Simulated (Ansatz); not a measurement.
Kohn–Sham single points on `[SH][In][Cl]` radical.

```yaml
crystal:
  periodic: [false, false, false]
  atoms:
    - {symbol: S, position_ang: [-1.358506, 0.036699, -0.523008]}
    - {symbol: In, position_ang: [0.934726, 0.261962, 0.247500]}
    - {symbol: Cl, position_ang: [1.895785, -1.672436, 1.193712]}
    - {symbol: H, position_ang: [-1.416505, 1.313374, -0.938504]}
basis:
  gaussian: {orbitals: def2-TZVPP}
magnetization: {spin_polarized: true, initial_magnetization: 1}
hamiltonian: {xc: {name: B2PLYP}}
```

```sh
$ ansatz run in.yaml --threads 2 --pin off --events-out ev --progress --plain --max-ram 32768MiB --backend cpu
```

Output, abridged:

```
Functional definition: B2PLYP
1050 factors; integrals over basis functions are off by at most 1.0e-3 eV
mean field evaluation 1: about -28530.8323 eV, gradient 1.6e1 eV
mean field evaluation 2: about -28530.8608 eV, gradient 1.6e1 eV
mean field evaluation 4: about -28532.4700 eV, gradient 1.4e0 eV
mean field evaluation 8: about -28532.4981 eV, gradient 8.2e-2 eV
mean field evaluation 16: about -28532.4982 eV, gradient 9.3e-4 eV
mean field -28532.49821071 eV, -1048.5499692216 hartree, gradient 3.6e-6 eV, S^2 0.759739; 0 other end points of the search recorded, 0 dependent functions left out
14 core orbitals not correlated: weight in the atoms' cores, before any rotation towards them, 1.000 or more for the frozen orbitals, at most 0.000 for the correlated occupied ones
reference -28532.49836099 eV, -1048.5499747443 hartree; 14, 13 occupied and 120, 121 virtual orbitals, 1050 factors
second order -20.73860268 eV of doubles, -0.00000000 eV of singles
Total energy: -28538.09778371 eV, -1048.7557497340 hartree
```

It took 11 s on 2 threads of a server CPU on a shared host, with 0.41 GiB of host memory at the peak.

Changing it to `hamiltonian: {xc: {name: r2SCANh}, dispersion: d4}` (abridged; 9 s):

```
Functional definition: r2SCANh
mean field evaluation 16: about -28550.8723 eV, gradient 1.9e-4 eV
mean field -28550.87228571 eV, -1049.2252040235 hartree, gradient 6.7e-5 eV, S^2 0.756943
Total energy: -28550.89768013 eV, -1049.2261372511 hartree
```

The same input with `hamiltonian: {xc: {name: PBE-QIDH}}` (abridged; 8.5 s):

```
Functional definition: PBE-QIDH
mean field evaluation 16: about -28526.3650 eV, gradient 7.3e-4 eV
mean field -28526.36499492 eV, -1048.3245776988 hartree, gradient 5.7e-6 eV, S^2 0.761858
14 core orbitals not correlated: weight in the atoms' cores, before any rotation towards them, 1.000 or more for the frozen orbitals, at most 0.000 for the correlated occupied ones
second order -19.16674854 eV of doubles, -0.00000000 eV of singles
Total energy: -28532.75392341 eV, -1048.5593664901 hartree
```

The same input with `hamiltonian: {xc: {name: B3LYP}, dispersion: d4}` and forces (abridged; 7.5 s):

```
Functional definition: B3LYP
mean field evaluation 16: about -28553.6703 eV, gradient 1.8e-4 eV
mean field -28553.67026075 eV, -1049.3280277099 hartree, gradient 3.8e-5 eV, S^2 0.754077
Total energy: -28553.84942634 eV, -1049.3346119237 hartree
Atom 0 force    -0.308709    -0.011661    -0.109717 eV/Å
Atom 1 force     0.195304     0.316735    -0.026026 eV/Å
Atom 2 force     0.138486    -0.292473     0.140749 eV/Å
Atom 3 force    -0.025081    -0.012601    -0.005006 eV/Å
Dipole moment:    -0.001702     0.626730    -0.193376 e Å
```

The same input with `hamiltonian: {xc: {name: r2SCAN0}, dispersion: d4}` (abridged; 9 s):

```
Functional definition: r2SCAN0
mean field evaluation 16: about -28550.1851 eV, gradient 3.7e-4 eV
mean field -28550.18506348 eV, -1049.1999490723 hartree, gradient 2.8e-5 eV, S^2 0.758552
Total energy: -28550.21393894 eV, -1049.2010102261 hartree
```

The same input with `hamiltonian: {xc: {name: BLYP}, dispersion: d4}` (abridged; 4.3 s):

```
Functional definition: BLYP
mean field evaluation 16: about -28549.7237 eV, gradient 5.0e-5 eV
mean field -28549.72367038 eV, -1049.1829931888 hartree, gradient 5.0e-5 eV, S^2 0.751884; 1 other end points of the search recorded, 0 dependent functions left out
Total energy: -28549.94716235 eV, -1049.1912063672 hartree
```

B3LYP takes the VWN-RPA correlation (the form of Gaussian; ORCA's B3LYP/G).
